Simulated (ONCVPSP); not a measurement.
# indium (In), ONCV: configuration errors across variants

In (Z = 49), optimised norm-conserving Vanderbilt (ONCV), made with ONCVPSP 4.0.1 (PBE, scalar-relativistic). Core [Ar] 3d10, reference 4s2 4p6 4d10 5s2 5p1. Waves: 4s+5s: rc 1.40 bohr, ncon 3, nbas 6, qcut 8.5 1/bohr, 2 projectors; 4p+5p: rc 1.45 bohr, ncon 4, nbas 8, qcut 10.6 1/bohr, 2 projectors; 4d: rc 1.20 bohr, ncon 4, nbas 7, qcut 8.3 1/bohr, 2 projectors, debl 3.1 Ha. Local part: polynomial inside 0.90 bohr (lpopt 5, dvloc0 0 Ha). Core correction: polynomial model core, fcfact 0.6.

All-electron excitation energies from the reference (eV): (1) 4s2 4p6 4d10 5s2 5p0 5.363; (2) 4s2 4p6 4d10 5s1 5p0 24.599; (3) 4s1 4p6 4d10 5s2 5p1 127.548.

A true bound ghost makes a file unfit for plane-wave use even where its test errors are small: the radial tests pick states by their node count and pass the ghost by.

Errors AE − PS in meV (a dash: test not solved or not reliable):

```csv
change,(1),(2),(3),bound ghosts,GHOST(+) flags above zero
base,-1.1,-5.3,-321,none,s
"all radii but the core radius scaled by about 0.80 (s 1.12, p 1.16, d 0.96 bohr); local potential polynomial inside 0.72 bohr (lpopt 5, dvloc0 0 Ha)",-1.0,-4.5,-127,none,s
"all radii but the core radius scaled by about 0.87 (s 1.22, p 1.26, d 1.04 bohr); local potential polynomial inside 0.78 bohr (lpopt 5, dvloc0 0 Ha)",-1.0,-4.7,-189,none,s
"all radii but the core radius scaled by about 0.91 (s 1.28, p 1.32, d 1.10 bohr); local potential polynomial inside 0.82 bohr (lpopt 5, dvloc0 0 Ha)",-1.0,-4.9,-229,none,s
"all radii but the core radius scaled by about 0.96 (s 1.34, p 1.40, d 1.16 bohr); local potential polynomial inside 0.86 bohr (lpopt 5, dvloc0 0 Ha)",-1.0,-5.1,-278,none,s
"all radii but the core radius scaled by about 1.06 (s 1.48, p 1.54, d 1.26 bohr); local potential polynomial inside 0.96 bohr (lpopt 5, dvloc0 0 Ha)",-1.1,-5.6,-378,none,s
"all radii but the core radius scaled by about 1.12 (s 1.56, p 1.62, d 1.34 bohr); local potential polynomial inside 1.00 bohr (lpopt 5, dvloc0 0 Ha)",-1.1,-5.8,-433,d,s
"all radii but the core radius scaled by about 1.25 (s 1.76, p 1.82, d 1.50 bohr); local potential polynomial inside 1.12 bohr (lpopt 5, dvloc0 0 Ha)",-1.2,-6.6,-686,none,none
"all radii but the core radius scaled by about 1.30 (s 1.82, p 1.90, d 1.56 bohr); local potential polynomial inside 1.18 bohr (lpopt 5, dvloc0 0 Ha)",-1.2,-6.8,-756,none,none
```

Give the same row for: all radii but the core radius scaled by about 1.16 (s 1.62, p 1.68, d 1.40 bohr); local potential polynomial inside 1.04 bohr (lpopt 5, dvloc0 0 Ha).

-1.1, -6.1, -476; bound ghosts: none; GHOST(+) flags above zero: none.
